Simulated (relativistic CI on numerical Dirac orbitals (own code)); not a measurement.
## What each ingredient does to the levels of La²⁴⁺

Base calculation: Dirac-Coulomb-Breit CI, KLI orbitals optimised for each configuration, a model potential for QED, unscaled Slater integrals.

Configuration list (outside the closed core [Ar] 3d10): 4s2.4p3, 4s.4p4, 4s2.4p2.4d, 4p5, 4s.4p3.4d, 4s2.4p2.4f, 4s.4p3.4f, 4p4.4d, 4s.4p2.4d2, 4s2.4p.4d.4f, 4p4.4f, 4s2.4p2.5s, 4p4.5s, 4s2.4p2.5p, 4p3.4d.4f, 4s.4p2.4d.5s, 4s.4p2.4f2, 4s.4p3.5s, 4s2.4p2.5d, 4s2.4p.4f.5s, 4s.4p3.5p, 4s2.4p2.5f, 4s2.4p2.5g, 4s.4p3.5d, 4s2.4p2.6s, 4p3.4f.5s, 4s2.4p2.6p, 4s2.4p.4d2, 4s2.4d3, 4s.4p.4d3, 4s2.4d2.4f, 4s.4p.4d2.4f, 4s2.4d2.5s, 4p3.4d2, 4p2.4d3, 4p2.4d2.4f, 4p2.4d2.5s, 4s2.4p.4f2, 4s2.4d.4f2, 4s.4p.4d.4f2, 4s2.4f3, 4s.4p.4f3, 4s2.4f2.5s, 4p3.4f2, 4p2.4d.4f2, 4p2.4f3, 4p2.4f2.5s, 4s.4p2.4d.4f, 4s.4p.4d.4f.5s, 4s2.4p.4d.5s, 4s.4p.4d2.5s, 4s2.4d.4f.5s, 4s2.4d.5s2, 4p3.4d.5s, 4p2.4d.4f.5s, 4p2.4d.5s2, 4s.4p2.4f.5s, 4s.4p.4f2.5s, 4s.4p.4f.5s2, 4s2.4p.5s2, 4s.4p.4d.5s2, 4s2.4f.5s2. Double excitations out of closed p, d and f shells are left out; levels of such configurations are missing from the list, as are those of other unlisted configurations, and high levels can miss mixing partners. These lack a partner that the ground configuration has and come out too high: 4s2.4p2.5p, 4s2.4p2.5d, 4s.4p3.5p, 4s2.4p2.5f, 4s2.4p2.5g.

The lowest level and the first level of each name with at least 55 % of one term (blank where a level has no safe partner in the second run):

| Level | Base (cm⁻¹) | Shift (cm⁻¹) |
| --- | --- | --- |
| 4s2.4p3 2P°_3/2 | 0 | 0 |
| 4s2.4p3 2D°_5/2 | 180214 | +2360 |
| 4s2.4p3 2P°_1/2 | 217811 | +2208 |
| 4s.4p4 4P_5/2 | 604162 | +211 |
| 4s.4p4 2D_5/2 | 820451 | +2707 |
| 4s2.4p2.4d 2F_5/2 | 916889 | +4000 |
| 4s2.4p2.4d 4D_1/2 | 933060 | +3677 |
| 4s2.4p2.4d 2D_3/2 | 1076074 | +4792 |
| 4s2.4p2.4d 2D_5/2 | 1088876 | +4505 |
| 4p5 2P°_3/2 | 1331950 | +905 |
| 4s.4p3.4d 6D°_1/2 | 1346742 | +1905 |
| 4s.4p3.4d 6D°_3/2 | 1352783 | +1910 |
| 4s.4p3.4d 6D°_9/2 | 1378117 | +3262 |
| 4s.4p3.4d 4F°_5/2 | 1500249 | +3886 |

At this charge energies of transitions that change n are usually good to better than 1 %, and those within a shell (Δn = 0) to a few per cent.

Q: One thing was changed in a second run, which moved the levels as shown. Which?
A. one mean potential for all configurations
B. QED terms removed
C. Breit term removed
D. configuration mixing switched off

A: C. Breit term removed. The Breit term mainly narrows fine-structure intervals, so removing it widens them.

LS names give the leading component of a level, which can be under half, so a name can repeat, a term be missing and a line seem to break the LS rules.
